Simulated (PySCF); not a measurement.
**Working out the excitation energy of Sn**

Sn [Kr] 4d10 5s2 5p2 (3P) → Sn [Kr] 4d10 5s2 5p1 5d1 (high-spin determinant). Calculation: PySCF 2.14, in aug-cc-pwCVDZ-PP with ECP28MDF (6s5p4d1f, 48 functions); scalar relativity through the core potential. Frozen: nothing. Energies in hartree (1 hartree = 27.21139 eV):

```csv
part,Sn (lower),Sn (upper)
UHF,-213.335733,-213.100453
MP2 opposite-spin,-0.273178,-0.273398
MP2 same-spin,-0.148615,-0.144562
```

Problem. What does Hartree-Fock give?

Solution. (-213.100453) − (-213.335733) = 0.235280 hartree = 6.402 eV.

Problem. What do MP2 and SCS-MP2 (6/5 opposite-spin, 1/3 same-spin) give?

Solution. The opposite-spin parts differ by -0.006 eV and the same-spin parts by 0.110 eV. MP2: 6.402 + (-0.006) + (0.110) = 6.506 eV. SCS-MP2: 6.402 + 1.2 × (-0.006) + (0.110)/3 = 6.431 eV.

One determinant mixes LS terms, so it does not stand for a single term.

A double-zeta basis recovers only part of the correlation energy.
